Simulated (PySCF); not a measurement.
P4O3: core ionisation energies

PP3OOO nortricyclane, P₄O₃.
Z-matrix (Å and degrees, PBE0-D3(BJ)/def2-SVP geometry), rows numbered from 1:
```
P 
O   1  1.6633
P   2  1.6897  1  117.20
P   3  2.2779  2   93.28  1    29.99
O   1  1.6621  2   95.93  3   -48.22
P   3  2.2777  2   93.23  1   -30.13
O   1  1.6629  2   95.86  3    48.34
```

Computed, not measured: PySCF 2.14.0, delta-SCF UKS SCAN, pcX-2 on the ionised atom, pcseg-1 elsewhere, spin-free X2C. Each binding energy is the total energy of the core-ionised species, with the hole localised on one atom, minus that of the ground state; both are solved self-consistently, so orbital relaxation is included.

Q: Give the core binding energies atom by atom.

A: 
| atom(s) | environment | level | binding energy (eV) | 2p1/2 (eV) | above the level's lowest (eV) | count |
| --- | --- | --- | --- | --- | --- | --- |
| P1 | phosphorus bonded to 3 O | P 1s | 2153.36 | – | +2.16 | 1 |
| O2/O5/O7 | oxygen bonded to 2 P | O 1s | 539.03 | – | 0.00 | 3 |
| P3/P4/P6 | phosphorus bonded to O and 2 P | P 2p3/2 | 137.54 | 138.43 | 0.00 | 3 |
| P3/P4/P6 | phosphorus bonded to O and 2 P | P 1s | 2151.20 | – | 0.00 | 3 |

Lowest listed P 1s: P3/P4/P6, bonded to O and 2 P. Highest, 2.16 eV above it: P1, bonded to 3 O.

Q: Which photon energy gives electrons from P 2p3/2 of P3/P4/P6 a kinetic energy of 20 eV, and what is their de Broglie wavelength?

A: hν = 137.54 + 20 = 157.54 eV, recoil neglected; λ = 12.264 Å/√(E/eV) = 2.74 Å.

The first atom of each set that the bonding makes equivalent was ionised and stands for the set. The list is incomplete; no value stands for P 2p of P1. The 2p values aren't plain energy differences: one relaxed spin-free 2p hole is combined with a matrix within the shell (ground-state 2p orbital-energy differences and spin–orbit coupling). 2p3/2, the mean of its two sublevels, lies a third of the splitting below the shell's mean and 2p1/2 two thirds above it; the statistical areas are 2:1. 2p1/2 minus 2p3/2 (ligand field included): P 0.89 eV. One conformer (not necessarily the lowest) at the PBE0-D3(BJ)/def2-SVP geometry, without solvent, vibrations or thermal averaging.
